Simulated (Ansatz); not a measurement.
Coupled-cluster run, `[BH2][GeH2][CH]=O`.

```yaml
crystal:
  periodic: [false, false, false]
  atoms:
    - {symbol: B, position_ang: [-0.961510, 1.346818, -0.431254]}
    - {symbol: Ge, position_ang: [0.739097, 0.233632, -0.157260]}
    - {symbol: C, position_ang: [0.136893, -1.567121, 0.540045]}
    - {symbol: O, position_ang: [0.054465, -2.542684, -0.147578]}
    - {symbol: H, position_ang: [-1.354249, 1.631763, -1.521067]}
    - {symbol: H, position_ang: [-1.605338, 1.676904, 0.518983]}
    - {symbol: H, position_ang: [1.619499, 0.818745, 0.965623]}
    - {symbol: H, position_ang: [1.590457, -0.027492, -1.406762]}
    - {symbol: H, position_ang: [-0.130814, -1.616766, 1.622169]}
basis:
  gaussian: {orbitals: def2-TZVPP}
correlation: {method: ccsd_t}
output: {orbitals: {seedname: orbitals}}
```

```sh
$ ansatz run in.yaml --threads 4 --pin off --events-out ev --progress --plain
```

Output of Ansatz, abridged:

```
Functional definition: HF
1290 factors; integrals over basis functions are off by at most 1.2e-3 eV
mean field evaluation 1: about -60288.3754 eV, gradient 3.6e1 eV
mean field evaluation 2: about -60288.5325 eV, gradient 3.6e1 eV
mean field evaluation 4: about -60291.7398 eV, gradient 4.0e0 eV
mean field evaluation 8: about -60291.8360 eV, gradient 4.4e-1 eV
mean field evaluation 16: about -60291.8378 eV, gradient 2.9e-6 eV
mean field -60291.83778074 eV, -2215.6841711666 hartree, gradient 2.9e-6 eV, S^2 0.000000; 0 other end points of the search recorded, 0 dependent functions left out
12 core orbitals not correlated: weight in the atoms' cores, before any rotation towards them, 1.000 or more for the frozen orbitals, at most 0.000 for the correlated occupied ones
reference -60291.83778074 eV, -2215.6841711666 hartree; 16, 16 occupied and 183, 183 virtual orbitals, 1290 factors
second order -20.23059469 eV of doubles, -0.00000000 eV of singles
cycle   1  -20.28576029 eV  change   -5.5e-2 eV  update   1.2e-1
cycle   2  -20.95712843 eV  change   -6.7e-1 eV  update   3.9e-2
cycle   3  -21.11199386 eV  change   -1.5e-1 eV  update   2.4e-2
cycle   4  -21.09833433 eV  change    1.4e-2 eV  update   7.7e-3
cycle   5  -21.09423535 eV  change    4.1e-3 eV  update   5.5e-3
cycle   6  -21.09710218 eV  change   -2.9e-3 eV  update   2.5e-3
cycle   7  -21.09703997 eV  change    6.2e-5 eV  update   1.4e-3
cycle   8  -21.09664502 eV  change    3.9e-4 eV  update   6.2e-4
cycle   9  -21.09679901 eV  change   -1.5e-4 eV  update   2.5e-4
cycle  10  -21.09691889 eV  change   -1.2e-4 eV  update   1.4e-4
cycle  11  -21.09677444 eV  change    1.4e-4 eV  update   7.4e-5
cycle  12  -21.09683095 eV  change   -5.7e-5 eV  update   4.6e-5
cycle  13  -21.09681338 eV  change    1.8e-5 eV  update   2.3e-5
perturbative correction -0.84821705 eV, -0.0311714015 hartree
Total energy: -60313.78281116 eV, -2216.4906361598 hartree
```

Run time 2.4 min (4 threads of a server CPU on a shared host); peak host memory 3 GiB.

MP2 recovers 92.2 % of the CCSD(T) correlation energy and the triples give 3.9 %; T1 = 0.0159.
